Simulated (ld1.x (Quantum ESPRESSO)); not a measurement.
# Dy (Z = 66), RRKJ: configuration errors across variants

dysprosium (Dy), norm-conserving RRKJ (Kleinman–Bylander form), made with ld1.x (Quantum ESPRESSO) 7.5 (PBEsol, scalar-relativistic). Core [Kr] 4d10, reference 4f10 5s2 5p6 5d0 6s2 6p0. Waves: 5p (bound): rc 1.80 bohr; 5d (bound, empty): rc 0.65 bohr; 4f (bound): rc 0.60 bohr; 5s (bound): rc 1.55 bohr. Local part: the s channel. Core correction: none. rho0 = 0.02.

Occupied shells without a wave of their own: 6s. They enter only through the test configuration that unscreens the potential.

All-electron excitation energies from the reference (eV): (1) 4f10 5s2 5p6 5d0 6s1 6p0 6.251; (2) 4f10 5s2 5p6 5d0 6s0 6p0 17.805; (3) 4f9 5s2 5p6 5d0 6s0 6p0 43.506; (4) 4f9 5s2 5p6 5d0 6s2 6p0 10.271; (5) 4f10 5s2 5p6 5d0 6s0 6p2 5.528; (6) 4f10 5s2 5p5 5d0 6s2 6p0 30.660.

For the base: The 5d radius (0.65 bohr) lies inside the outermost node of the all-electron wave (0.76 bohr), which a nodeless pseudo-wave cannot match soundly.

For the base: The 6s level has no wave, so the channel is fitted at the deeper level alone: the likely source of the large errors.

On the changes marked as counting shells twice: ld1.x takes every shell without a wave as core, so the model core holds the marked electrons as well and exchange and correlation see them twice. This cancels in the reference configuration, but the file is broken for other ones, and its errors say nothing about a proper core correction.

Tests that are not counted but printed errors over 1 eV. “base”: 4f9 5s2 5p6 5d1 6s1 6p0 (an occupied level unbound or not found, printed error -14.4 eV). “core correction a·sin(br)/r model core inside 0.42 bohr (6s counted twice)”: 4f9 5s2 5p6 5d1 6s1 6p0 (solver errors, printed error -19.2 eV). “wave 5s (bound): rc 1.55 bohr becomes 5s (bound): rc 1.58 bohr”: 4f9 5s2 5p6 5d1 6s1 6p0 (an occupied level unbound or not found, printed error -14.5 eV).

5 further variants failed, have other tests or another functional or relativity, and are left out.

A true bound ghost makes a file unfit for plane-wave use even where its test errors are small: the radial tests pick states by their node count and pass the ghost by. Where a test does run into it, the solver fails or the error is huge.

Errors AE − PS in meV (a dash: test not solved or not reliable):

```tsv
change	(1)	(2)	(3)	(4)	(5)	(6)	bound ghosts
base	-137	-372	-747	-63	-223	-45	not determined
core correction a·sin(br)/r model core inside 0.42 bohr (6s counted twice)	-292	-1108	-1654	-136	-372	-97	not determined
wave 5s (bound): rc 1.55 bohr becomes 5s (bound): rc 1.58 bohr	-167	-453	-881	-44	-274	-43	not determined
```

Q: Give the same row for: wave 4f (bound): rc 0.60 bohr becomes 4f (bound): rc 0.88 bohr.

A: -137, -371, -719, -29, -223, -40; bound ghosts: d. Not counted: 4f9 5s2 5p6 5d1 6s1 6p0 (an occupied level unbound or not found, printed error -14.3 eV).
